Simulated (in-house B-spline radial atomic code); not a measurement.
**B3LYP (VWN-RPA) excitations of K+**

Method: B3LYP (VWN-RPA). Computed with a B-spline radial code for spherical atoms: linear response of the closed shell [Ne] 3s2 3p6 with the functional's adiabatic kernel; scalar-relativistic (spin-free one-electron X2C), finite nucleus, no spin-orbit coupling, no double excitations, S, P, D and F terms only. Only terms of natural parity with L up to 3 were computed.

Command:
```bash
python run_td.py task.json out
```
Settings (radii: box in bohr, nucleus in fm):
```
Z                        19
electrons                18
configuration            [Ne] 3s2 3p6
hamiltonian              x2c
method                   b3lyp
box_radius               41.61
rms_radius               3.4349
intervals                75
```

Cost of the run: 1.3 s on 1 thread of Arm Neoverse N1, on a shared host.

The lowest states, in the order of their Tamm-Dancoff energies; the method's threshold (minus the highest occupied level) is 26.526 eV. Labels give the largest channel, * marks a mixed state, and oscillator strengths are full-response dipole values. Semilocal kernels can invert the small singlet-triplet splittings of Rydberg terms. Energies in eV:

```json
{"state": "3p → 4s 3P", "full response": "18.809", "Tamm-Dancoff": "18.818", "oscillator strength": "-"}
{"state": "3p → 4s 1P", "full response": "19.122", "Tamm-Dancoff": "19.131", "oscillator strength": "0.354"}
{"state": "3p → 3d 3P", "full response": "19.950", "Tamm-Dancoff": "20.012", "oscillator strength": "-"}
{"state": "3p → 3d 3F", "full response": "20.119", "Tamm-Dancoff": "20.227", "oscillator strength": "-"}
{"state": "3p → 4p 3S", "full response": "21.279", "Tamm-Dancoff": "21.292", "oscillator strength": "-"}
{"state": "3p → 3d 1F", "full response": "21.396", "Tamm-Dancoff": "21.398", "oscillator strength": "-"}
{"state": "3p → 4p 3D", "full response": "21.441", "Tamm-Dancoff": "21.449", "oscillator strength": "-"}
{"state": "3p → 4p 1D", "full response": "21.572", "Tamm-Dancoff": "21.574", "oscillator strength": "-"}
{"state": "3p → 4p 1S", "full response": "22.359", "Tamm-Dancoff": "22.440", "oscillator strength": "-"}
{"state": "3p → 3d 1P", "full response": "23.367", "Tamm-Dancoff": "23.481", "oscillator strength": "0.956"}
{"state": "3p → 5s 3P", "full response": "23.786", "Tamm-Dancoff": "23.788", "oscillator strength": "-"}
{"state": "3p → 5s 1P", "full response": "23.852", "Tamm-Dancoff": "23.854", "oscillator strength": "0.0759"}
{"state": "3p → 4d 3P", "full response": "?", "Tamm-Dancoff": "?", "oscillator strength": "-"}
{"state": "3p → 4d 3F", "full response": "24.359", "Tamm-Dancoff": "24.369", "oscillator strength": "-"}
{"state": "3p → 5p 3S", "full response": "24.432", "Tamm-Dancoff": "24.435", "oscillator strength": "-"}
{"state": "3p → 5p 3D", "full response": "24.470", "Tamm-Dancoff": "24.472", "oscillator strength": "-"}
{"state": "3p → 5p 1D", "full response": "?", "Tamm-Dancoff": "?", "oscillator strength": "-"}
{"state": "3p → 4d 1F", "full response": "24.510", "Tamm-Dancoff": "24.510", "oscillator strength": "-"}
{"state": "3p → 5p 1S", "full response": "24.710", "Tamm-Dancoff": "24.733", "oscillator strength": "-"}
```

(1) Where does 3p → 4d 3P lie?

(2) Where does 3p → 5p 1D lie?

(3) How large is the singlet-triplet splitting of 3p → 4s (P terms) in Tamm-Dancoff?

(4) What polarisabilities and dispersion coefficient does the method give?

Results:

(1) At 24.348 eV in full response, 24.354 eV in Tamm-Dancoff.

(2) At 24.506 eV in full response, 24.506 eV in Tamm-Dancoff.

(3) 0.313 eV, from the unrounded values.

(4) Dipole 5.667 bohr³, quadrupole 17.83 bohr⁵, C6 24.27 hartree·bohr⁶ for two such species.
